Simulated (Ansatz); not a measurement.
Program: Ansatz. Geometries: PBE0-D4/def2-TZVP. ΔE: electronic, gas phase. CBS: MP2 limit from def2 TZ/QZ plus the TZ coupled-cluster correction, frozen cores. This one scheme is used for every species. DFT in def2-TZVPP. Each species was taken in one conformer, which may not be the lowest.

Reaction (ligand exchange at the Si–C bond): `C[SiH](F)Cl` + CH₃SH → `CS[SiH](F)Cl` + CH₄

```
       species  ωB97X-V energy (Eh)
 `C[SiH](F)Cl`           -890.10986
         CH₃SH           -438.65543
`CS[SiH](F)Cl`          -1288.27052
           CH₄            -40.51649
```

Work out ΔE.

ΔE = (-1288.27052) + (-40.51649) − (-890.10986) − (-438.65543) = -0.02172 Eh = -57.0 kJ/mol. CCSD(T)/CBS gives -59.2 kJ/mol.

Largest T1 diagnostic among the species: 0.011.

Leaving LDA and LC-ωPBE aside and taking each functional with its dispersion term where it has one, the values, not all of them listed here, spread over 9.7 kJ/mol, from revPBE-D4 to CAM-B3LYP-D4. In def2-TZVPP, CCSD(T) changes the Hartree–Fock value by −7.2 kJ/mol (the triples alone add −3.1 kJ/mol) and MP2 by −12.8 kJ/mol. The D4 term adds −7.9 kJ/mol with B3LYP and −4.4 kJ/mol with PBE0; it sums over pairs of atoms, weighted by their polarisabilities, and B3LYP, whose exchange is more repulsive, gets the larger term.

B3LYP here is the variant with VWN-RPA as its local correlation; programs differ in this.
